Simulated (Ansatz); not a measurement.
`[SiH3][Se][GeH3]` + `[NH2][GaH][SiH3]` → `[SiH3][NH][GaH][SiH3]` + `[GeH3][SeH]`  (ligand exchange at the Si–Se bond)

Gas-phase electronic energies from Ansatz, PBE0-D4/def2-TZVP geometries. CCSD(T)/CBS is the MP2 limit (def2-TZVPP, def2-QZVPP) plus CCSD(T) − MP2 in def2-TZVPP, frozen cores. Functionals use def2-TZVPP. B3LYP here is the variant with VWN-RPA as its local correlation; programs differ in this. For Ga, Ge, Se outer-core shells are correlated without core-valence functions, which leaves a few kJ/mol of doubt a bond. Scalar relativity is left out up to krypton. One conformer a species, not always the lowest.

```tsv
level	ΔE (kJ/mol)	difference from CCSD(T)/CBS
PBE-D4	19.8	6.0
r2SCAN-D4	14.8	1.0
PBE0-D4	18.2	4.4
B3LYP-D4	9.4	-4.4
ωB97X-V	11.3	-2.5
ωB97M-V	11.3	-2.5
B2PLYP	8.4	-5.4
PBE	19.2	5.4
PBE0	17.6	3.8
B3LYP	8.2	-5.6
MP2/def2-TZVPP	11.4	-2.4
CCSD/def2-TZVPP	6.2	-7.6
HF/def2-QZVPP	0.1	-13.7
MP2/def2-QZVPP	14.6	0.8
HF/CBS(def2)	0.0	-13.8
CCSD/CBS(def2)	12.3	-1.5
CCSD(T)/CBS	13.8	0
```

Largest T1 diagnostic among the species: 0.015.

In def2-TZVPP, CCSD(T) changes the Hartree–Fock value by +6.6 kJ/mol (the triples alone add +1.5 kJ/mol) and MP2 by +10.3 kJ/mol.
